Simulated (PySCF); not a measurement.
Isomers of C7H9F3. Level of theory: PySCF, PBE0-D3(BJ)/def2-SVP geometry optimisation, gas phase. Energies are electronic, without zero-point or thermal terms, for one conformer each. No frequencies were run at this level. Point groups hold within 0.08 Å.

Question: Order them by energy at this level, lowest first, and give relative energies in kcal/mol.
A. `[CH2:1]=[CH:2][C@H:3]1[CH2:4][C@@H:5]([C:6]([F:7])([F:8])[F:9])[CH2:10]1` with C1–C2–C3–C4 131°, C2–C3–C4–C5 140°, C3–C4–C5–C6 -140°, C4–C5–C10–C3 19°, C2–C3–C10–C5 -141°
B. `[F:1][C:2]([F:3])([F:4])[CH2:5][C@@H:6]1[CH2:7][C@@H:8]2[CH2:9][C@H:10]12` with C2–C5–C6–C7 -70°

Answer: A (0.0), B (3.0).

As drawn, the lower has a C=C bond outside aromatic rings, which the higher lacks; the higher has a three-membered ring, which the lower lacks.

```csv
SMILES,E (Eh),E rel (kcal/mol),dipole (D),point group,"A, B, C (MHz)"
C=C[C@H]1C[C@@H](C(F)(F)F)C1,-570.65046,0.0,2.16,near Cs,"3392, 645.5, 630.7"
FC(F)(F)C[C@@H]1C[C@@H]2C[C@@H]21,-570.64564,3.0,2.34,C1,"3077, 748.1, 725.4"
```

Question: As an exercise, what shares would exp(−E/RT) give at 298.15 K from these electronic energies alone (no entropy, no degeneracies)?

Answer: RT = 0.592 kcal/mol: C=C[C@H]1C[C@@H](C(F)(F)F)C1 99.4 %, FC(F)(F)C[C@@H]1C[C@@H]2C[C@@H]21 0.6 %.
